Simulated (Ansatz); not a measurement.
`C[CH](C)[Ge][OH]` → `[CH2]` (triplet) + `C[CH2][Ge][OH]`  (formal loss of a carbene)

Program: Ansatz. Geometries: PBE0-D4/def2-TZVP. ΔE: electronic, gas phase. CCSD(T)/CBS adds triple-zeta CCSD(T) − MP2 to the extrapolated MP2 energy (def2 sets, frozen cores). This one scheme is used for every species. DFT in def2-TZVPP. Triplets are unrestricted, without spin–orbit coupling. For Ge outer-core shells are correlated without core-valence functions, which leaves a few kJ/mol of doubt a bond. Scalar relativity is left out up to krypton. Each species was taken in one conformer, which may not be the lowest.

```json
{"level": "B97M-V", "ΔE (kJ/mol)": "429.4", "difference from CCSD(T)/CBS": "-3.5"}
{"level": "r2SCANh-D4", "ΔE (kJ/mol)": "405.5", "difference from CCSD(T)/CBS": "-27.4"}
{"level": "r2SCAN0-D4", "ΔE (kJ/mol)": "403.3", "difference from CCSD(T)/CBS": "-29.6"}
{"level": "PBE0", "ΔE (kJ/mol)": "420.7", "difference from CCSD(T)/CBS": "-12.2"}
{"level": "CAM-B3LYP", "ΔE (kJ/mol)": "419.1", "difference from CCSD(T)/CBS": "-13.8"}
{"level": "SCS-MP2/def2-TZVPP", "ΔE (kJ/mol)": "434.8", "difference from CCSD(T)/CBS": "1.9"}
{"level": "CCSD/def2-TZVPP", "ΔE (kJ/mol)": "409.0", "difference from CCSD(T)/CBS": "-23.9"}
{"level": "CCSD(T)/def2-TZVPP", "ΔE (kJ/mol)": "421.3", "difference from CCSD(T)/CBS": "-11.6"}
{"level": "HF/def2-QZVPP", "ΔE (kJ/mol)": "277.6", "difference from CCSD(T)/CBS": "-155.3"}
{"level": "HF/CBS(def2)", "ΔE (kJ/mol)": "277.6", "difference from CCSD(T)/CBS": "-155.3"}
{"level": "CCSD(T)/CBS", "ΔE (kJ/mol)": "432.9", "difference from CCSD(T)/CBS": "0"}
```

Largest T1 diagnostic among the species: 0.014.

From BLYP to BHLYP (50 % exact exchange), in def2-TZVPP and without D4, ΔE moves by −4.4 kJ/mol. At CCSD(T), def2-SVP lies −15.9 kJ/mol from the extrapolated value and def2-TZVPP −11.6 kJ/mol.

CCSD(T)/CBS has its own doubt, a few kJ/mol and more with outer-core shells, so smaller differences from it don't rank the levels.
